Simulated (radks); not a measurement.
Species: P3+. Configuration: [Ne] 3s2. Method: Dirac Kohn-Sham, RPBE, spin-unpolarised, spherical densities, finite nucleus; Fermi nuclear charge, rms radius 3.1889 fm; computed with a radial shooting solver on a logarithmic mesh with Libxc functionals.

Unscreened Slater integrals over Kohn-Sham orbitals (cm^-1). Large and small components are both included.

integral          value
F0(3s1/2,3s1/2)  117950
F0(3s1/2,2p3/2)  155660
G1(3s1/2,2p3/2)   12243
F0(3s1/2,2p1/2)  155740
G1(3s1/2,2p1/2)   12234
F0(3s1/2,2s1/2)  154430
G0(3s1/2,2s1/2)  9760.4
F0(2p3/2,2p3/2)  417020
F2(2p3/2,2p3/2)  192390
F0(2p3/2,2p1/2)  417990
G2(2p3/2,2p1/2)  192500
F0(2p3/2,2s1/2)  397340
G1(2p3/2,2s1/2)  236420
F0(2p1/2,2p1/2)  418970
F0(2p1/2,2s1/2)  398130
G1(2p1/2,2s1/2)  236400
F0(2s1/2,2s1/2)  384430
